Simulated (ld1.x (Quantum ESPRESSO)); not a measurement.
## LDA (PZ) PAW dataset for Al (Z = 13), scalar-relativistic all-electron reference.

ld1.x (Quantum ESPRESSO) 7.5 was run on this input:

```
&input
   title='Al', zed=13., rel=1, dft='PZ', iswitch=3,
   config='[Ne] 3s1 3p0 3d-2',
   nld=3, rlderiv=2.05, eminld=-4.0, emaxld=5.0, deld=0.02
 /
 &inputp
   pseudotype=3, lpaw=.true., tm=.true., lloc=-1, rcloc=1.20,
   nlcc=.true., new_core_ps=.true., rcore=1.30,
   which_augfun='PSQ', rmatch_augfun_nc=.true.,
   file_pseudopw='Al.UPF', file_wfcaegen='ae.wfc', file_wfcncgen='nc.wfc', file_beta='beta', file_chi='chi', file_wfcusgen='us.wfc'
 /
5
3S  1  0   1.00   0.00  1.05  1.45  0.0
3S  1  0   0.00   2.50  1.05  1.45  0.0
3P  2  1   0.00   0.00  1.80  1.90  0.0
3P  2  1   0.00  -0.40  1.80  1.90  0.0
3D  3  2  -2.00   0.25  1.25  1.55  0.0
 &test
   configts(1)='3s1 3p0'
 /
```

Command:

```bash
ld1.x < Al.in > Al.out
```

Output (shortened: banner, matrices, multipoles, cross overlaps and the repeated all-electron block are left out):

```
[... start of the log left out ...]
       r > 1.31 : true rho core
      Core charge pseudized with two Bessel functions
      Integrated core pseudo-charge :   3.68
      Wfc-us  3S rcutus= 1.433  Estimated cut-off energy=    57.73 Ry
      Wfc-us  3S rcutus= 1.433  Estimated cut-off energy=    25.09 Ry
      Wfc-us  3P rcutus= 1.887  Estimated cut-off energy=    20.42 Ry
      Wfc-us  3P rcutus= 1.887  Estimated cut-off energy=    21.80 Ry
      Wfc-us  3D rcutus= 1.545  Estimated cut-off energy=    45.63 Ry

     Required augmentation: PSQ   radius:    1.900000

     Q pseudized with Bessel functions
     Expected ecutrho=     243.4043 due to l1=  0   l2=  1

     Estimated PAW energy =  -35.510126 Ryd

     ------------------- End of pseudopotential generation -------------------

     Computing logarithmic derivative in   2.04689

       Warning: n=1, l=0 expected 0 nodes, found 1
       Setting wfc to zero for this iteration
       (This warning will only be printed once per wavefunction)

       Zero norm: self consistency problem; state:  1 (l=  0, j=0.0)
       Zero norm: self consistency problem; state:  1 (l=  0, j=0.0)
       Zero norm: self consistency problem; state:  1 (l=  0, j=0.0)

 %%%%%%%%%%%%%%%%%%%%%%%%%%%%%%%%%%%%%%%%%%%%%%%%%%%%%%%%%%%%%%%%%%%%%%%%%%%%%%
     Error in routine run_pseudo (1):
     Errors in PS-KS equation
 %%%%%%%%%%%%%%%%%%%%%%%%%%%%%%%%%%%%%%%%%%%%%%%%%%%%%%%%%%%%%%%%%%%%%%%%%%%%%%

     stopping ...
```

The run stopped because the pseudo-atom solver did not find the valence states with the expected number of nodes, which is the usual sign of a ghost state.

The run took about 0.33 s on one core of a shared server CPU.
